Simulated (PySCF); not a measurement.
SiCl2, SMILES Cl[Si]Cl (connectivity only; charge and spin as stated), neutral, multiplicity 1. Atoms are numbered in the order given.

```xyz
3

Si     0.0000     0.0000     0.9380
Cl     0.0000     1.6276    -0.3862
Cl     0.0000    -1.6276    -0.3862
```
Charge 0, spin multiplicity 1.

Coordinates come from a PBE-D3(BJ)/def2-TZVP optimisation. The isomer is the one that the SMILES or the coordinates give; other isomers of the formula were not compared.

Level of theory: PBE-D3(BJ)/def2-TZVP in PySCF.

Frequencies are harmonic and unscaled.

Computed normal modes with their intensities:
```
mode  ν (cm⁻¹)  IR (km/mol)  moving atoms (share of kinetic energy)
----  --------  -----------  --------------------------------------
1          186          1.2                        Cl 84 %, Si 16 %
2          492        175.2                        Si 60 %, Cl 40 %
3          496         70.9                        Si 55 %, Cl 45 %
```
